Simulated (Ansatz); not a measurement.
Process, species as SMILES: C[SiH](C)O[Si](O)(O)O + O (H2O) + 5 [SiH4] (SiH4) -> 2 C[SiH3] [methylsilane] + 5 O[SiH3] [hydroxysilane]
Each molecule is optimised on its own at B3LYP-D3(BJ)/def2-TZVP (Ansatz, an electronic-structure program), one conformer each, not searched for the lowest.

Property: bond separation energy (electronic energy difference), in kcal/mol. Correlated levels leave the core frozen unless marked. No spin-orbit coupling. No relativistic terms. CBS(X,Y): correlation extrapolated as X^-3; Hartree-Fock from the larger set. The bracket is a focal-point correction in the basis named.

RI-MP2/CBS(cc-pV(T+d)Z,cc-pV(Q+d)Z)+[CCSD(T)-MP2]/cc-pV(T+d)Z (Ansatz) gives 35.2 kcal/mol.

### Question
Another calculation gave 32.2 kcal/mol. Which level was it?
A) BHLYP/def2-TZVPD (Ansatz)
B) SVWN5/def2-TZVPD (Ansatz)
C) BLYP/def2-TZVPD (Ansatz)
D) wB97X-V/def2-TZVPD (Ansatz)

### Answer
A, BHLYP/def2-TZVPD (Ansatz). The others give 38.7 (SVWN5), 28.5 (BLYP), 35.1 (wB97X-V) kcal/mol.
